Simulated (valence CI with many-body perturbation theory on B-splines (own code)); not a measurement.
# A CI+MBPT run for Al VII

Calculated by relativistic CI+MBPT: five valence electrons over a frozen Dirac-Fock core [He], a basis of 6 s, 6 p, 5 d, 3 f, 1 g functions for each j, with the one-electron correlation potential Σ1 (screened to all orders), the two-electron term Σ2, the three-electron term Σ3, Breit, model QED; selected single and double excitations, second order for the rest, scaled by the run's own slope (own B-spline code, finite nucleus).

Command, and the settings that its task file holds:

```sh
python run_cv.py task.json out
```

```
atom Al  Z=13  mass_number=27  rms_radius_fm=3.0610
core [He]
valence 2s2 2p3
avg = 1
basis = S
breit = 1
cap = 10000
capref = 1200
cscale = 1
de = 0.0
dress = 0
eps = 2e-08
extrap = 1
h = 0.27
hh = 1
l2 = 3
lcore = 6
maxit = 1
n2 = 5
natural = 1
nlev = 20
nno = [3, 3, 3, 2, 1]
nroot = 26
nsp = [3, 3, 2, 1, 0]
pt2 = 1
qed = 1
rpa = 1
s1 = 1
s2 = 1
s3 = 1
screen = 1
tol = 2e-05
whole = 1
```

It took 20 s on 1 thread of Arm Neoverse V1 (shared host).

Log. The first blocks belong to the next ion, which gives the ionisation energy. Fields: 2J, parity (1 odd), roots, reference size, generating configurations, candidates as configurations/state functions, variational space P, stored matrix elements, Davidson steps; e2 is the range of second-order energies in hartree. The first line gives the box (bohr), its intervals, the orbitals and the steps of their self-consistent field. Window is the range of levels sought, series limit the energy at which the first omitted orbital would enter, core excitation an estimate of the first excitation out of the core, left out the lowest levels not solved, and shifts from estimates the range by which levels moved from their first estimate, all in cm⁻¹.

```
rmax 8.3 intervals 63 orbitals 36 references ['2s2 2p3', '2s 2p4', '2p5'] scf 6 t 0.6
2J=0 par=0 roots 2 ref 28 generators 8 cand 698/970 P 724/998 nnz 0 it 0
2J=0 par=0 roots 2 ref 28 generators 22 cand 2649/4113 P 3373/5111 nnz 1.6e+06 it 1
   second order: generators 42 cand 7513/14052 e2 -0.00005 -0.00005
2J=2 par=0 roots 2 ref 58 generators 7 cand 396/992 P 429/1050 nnz 0 it 0
2J=2 par=0 roots 2 ref 58 generators 27 cand 1268/3993 P 1697/5043 nnz 2.7e+06 it 1
   second order: generators 52 cand 11464/50375 e2 -0.00045 -0.00028
2J=4 par=0 roots 2 ref 64 generators 9 cand 362/907 P 397/971 nnz 0 it 0
2J=4 par=0 roots 2 ref 64 generators 24 cand 1203/3998 P 1600/4969 nnz 2.9e+06 it 1
   second order: generators 40 cand 8598/46248 e2 -0.00030 -0.00028
reference levels 474, estimated 311, window 1198514 1/cm; series limit 1698584, core excitation 12279225
2J=3 par=1 roots 10 ref 87 generators 27 cand 412/1430 P 1356/5087 nnz 2.6e+06 it 1
2J=3 par=1 roots 10 ref 87 generators 79 cand 807/4838 P 2163/9925 nnz 7.7e+06 it 1
   second order: generators 155 cand 43895/490250 e2 -0.01139 -0.00371
2J=5 par=1 roots 5 ref 72 generators 16 cand 392/1229 P 1146/4303 nnz 2e+06 it 1
2J=5 par=1 roots 5 ref 72 generators 58 cand 858/5669 P 2004/9972 nnz 8.1e+06 it 1
   second order: generators 113 cand 34278/416459 e2 -0.00809 -0.00679
2J=1 par=1 roots 7 ref 58 generators 27 cand 382/992 P 1300/3477 nnz 1.1e+06 it 1
2J=1 par=1 roots 7 ref 58 generators 76 cand 1598/6434 P 2898/9911 nnz 7.1e+06 it 1
   second order: generators 148 cand 37137/253345 e2 -0.00297 -0.00114
2J=5 par=0 roots 5 ref 52 generators 19 cand 311/994 P 1058/3698 nnz 1.7e+06 it 1
2J=5 par=0 roots 5 ref 52 generators 64 cand 1155/6297 P 2213/9995 nnz 8.2e+06 it 1
   second order: generators 148 cand 44764/616253 e2 -0.02349 -0.00170
2J=3 par=0 roots 7 ref 64 generators 22 cand 346/1272 P 1169/4473 nnz 2.3e+06 it 1
2J=3 par=0 roots 7 ref 64 generators 73 cand 1111/5461 P 2280/9934 nnz 8.1e+06 it 1
   second order: generators 159 cand 46622/529465 e2 -0.02512 -0.00142
2J=1 par=0 roots 7 ref 48 generators 29 cand 363/975 P 1300/3522 nnz 1.2e+06 it 1
2J=1 par=0 roots 7 ref 48 generators 71 cand 1702/6391 P 3002/9913 nnz 6.6e+06 it 1
   second order: generators 174 cand 45346/298159 e2 -0.00959 -0.00068
2J=7 par=1 roots 2 ref 44 generators 9 cand 396/1078 P 1069/3558 nnz 1.3e+06 it 1
2J=7 par=1 roots 2 ref 44 generators 27 cand 1014/7062 P 2083/10620 nnz 9.6e+06 it 1
   second order: generators 57 cand 23335/303978 e2 -0.00369 -0.00352
2J=7 par=0 roots 1 ref 22 generators 12 cand 222/845 P 963/3340 nnz 1.2e+06 it 1
2J=7 par=0 roots 1 ref 22 generators 32 cand 734/6651 P 1697/9991 nnz 9.3e+06 it 1
   second order: generators 67 cand 29155/434195 e2 -0.00713 -0.00713
2J=9 par=0 roots 1 ref 6 generators 6 cand 232/1519 P 1342/4537 nnz 1.7e+06 it 1
2J=9 par=0 roots 1 ref 6 generators 27 cand 678/5526 P 2020/10063 nnz 8.8e+06 it 1
   second order: generators 48 cand 21011/288947 e2 -0.00426 -0.00426
left out: unestimated 1732800, estimated 1281502, shifts from estimates -68 to 12164
operators 0.1
```

The Davidson iterations stopped at their limit. The settings are bad on purpose, so the numbers may not be properties of the ion.

Set against measurement, 19 paired levels are off by 3751 cm⁻¹ on average, the worst by 12106. These come from a selection out of NIST levels in Kelleher and Podobedova, J. Phys. Chem. Ref. Data 37, 709 (2008); Martin and Zalubas, J. Phys. Chem. Ref. Data 8, 817 (1979). Levels without a partner in it may be off by more. Among the levels kept, up to 2300 cm⁻¹ of a level comes from second order outside the variational space, and about a tenth of that is noise between levels of different J, which matters for small intervals.

```yaml
Valence_energy: -62.34685 hartree
Ionisation_energy: "241.04 eV (NIST: 241.76 ± 0.09 eV (semi-empirical))"
Reference_configurations_for_the_orbitals: 2s2 2p3, 2s 2p4, 2p5
Radial_orbitals: 36
Box_radius: 8.338 bohr
Largest_variational_space: 10620
Lowest_levels: 2s2.2p3 4S°_3/2 0, 2s2.2p3 2D°_3/2 63723, 2s2.2p3 2D°_5/2 66327, 2s2.2p3 2P°_3/2 96978, 2s2.2p3 2P°_1/2 97709, 2s.2p4 4P_1/2 284070, 2s.2p4 4P_3/2 284140, 2s.2p4 4P_5/2 285980, 2s.2p4 2D_3/2 389570, 2s.2p4 2D_5/2 393710, 2s.2p4 2S_1/2 456610, 2s.2p4 2P_3/2 483080, 2s.2p4 2P_1/2 484580, 2p5 2P°_1/2 746740 cm⁻¹
```
